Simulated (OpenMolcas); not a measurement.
**Ce2+ in a point-charge field**

Ce2+ among 8 point charges of -1 e arranged as a hexagonal bipyramid (D6h), 2.39 Å from the ion, with the axial distance 2.127 Å. The active orbitals were held to one l.

```
Program             : OpenMolcas
Method              : CASSCF
Basis               : ANO-RCC-VDZP [7s6p4d2f1g]
Scalar Hamiltonian  : DKH2, point nucleus
Active space        : 2 electrons in 7 orbitals (4f)
State averaging     : 2S+1 = 3 even, 21 roots; 2S+1 = 1 even, 27 roots kept (CI in the orbitals of an earlier block)
Spin-orbit coupling : state interaction with AMFI integrals over the reference wave functions
```

The lowest spin-free states, above the lowest:

```
   State  Degeneracy  E (cm-1)  Free-ion L (%)
2S+1 = 3           1       0.0          H (99)
2S+1 = 3           2     274.4         H (100)
2S+1 = 3           2     665.6         H (100)
2S+1 = 3           2     931.4         H (100)
2S+1 = 3           1      1087          H (94)
2S+1 = 3           1      1358          H (90)
2S+1 = 3           2      1569          H (99)
2S+1 = 3           1      5574          F (98)
2S+1 = 1           1      5610         G (100)
2S+1 = 1           2      5710          G (99)
2S+1 = 3           1      5817          F (94)
2S+1 = 3           2      5958          F (99)
2S+1 = 1           2      5988         G (100)
2S+1 = 3           1      6263          F (90)
2S+1 = 3           2      6298          F (99)
2S+1 = 1           2      6881         G (100)
2S+1 = 1           1      7229         G (100)
2S+1 = 1           1      7793          G (99)
2S+1 = 1           2     17664          D (98)
2S+1 = 1           2     18360         D (100)
```

The lowest levels with spin-orbit coupling:

```
E (cm-1)  Degeneracy  2S+1     J  |mJ| (%)               g
     0.0           1     3  4.00   0 (100)                
   262.9           2     3  4.05   1 (100)  0.00 0.00 2.17
   519.6           2     3  4.03    4 (92)  0.00 0.00 5.46
   849.3           2     3  4.02    2 (93)  0.00 0.00 2.98
    1124           1     3  4.02   3 (100)                
    1365           1     3  3.98   3 (100)                
    1777           1     3  5.00   0 (100)                
    1932           2     3  4.99    1 (97)  0.00 0.00 1.68
    2197           2     3  4.93    2 (98)  0.00 0.00 3.87
    2197           2     3  5.01    5 (96)  0.00 0.00 9.74
    2561           1     3  4.99   3 (100)                
    2787           2     3  4.95    4 (97)  0.00 0.00 8.28
    2791           1     3  4.94   3 (100)                
    3330           1     3  5.97    0 (97)                
    3568           2     3  5.94    1 (99)  0.00 0.00 1.62
    3830           1     3  5.98    6 (99)                
    3836           1     3  5.97    6 (96)                
    3941           2     3  5.90    2 (94)  0.00 0.00 3.42
    4156           1     3  5.89   3 (100)                
    4372           1     3  5.80   3 (100)
```

Powder χT (cm3 K/mol): 0.0151 at 2 K, 0.0755 at 10 K, 0.377 at 50 K, 0.722 at 100 K, 1.12 at 200 K, 1.31 at 300 K. The effective moment at 300 K is 2.828 √(χT) = 3.24 μB.

Hund's rules give f2 the level 3H4 with g = 0.800, so an isolated free-ion multiplet has χT = g² J(J+1) / 8 = 1.600 cm3 K/mol. The computed 1.311 at 300 K differs by -18 %, through the field's splitting, the mixing of terms and any other multiplet in reach.

Stevens parameters of the J = 4 multiplet, which is 1365 cm-1 wide (cm-1, z along the main axis): B20 = 9.266e+00, B40 = -4.203e-01, B60 = -4.422e-04, B66 = 4.611e-02.

This is an electrostatic model: the charges have no orbitals. An unlabelled pair can be two single states that coincide in this model. The first state left out of the spin-orbit step lies near 52000 cm-1 above the lowest spin-free state of the reference (among the parities and spins computed), and the lists stop at four fifths of that energy or lower. No measured value stands beside these numbers.

With an even number of electrons the g values are those of a degenerate or nearly degenerate non-Kramers pair.
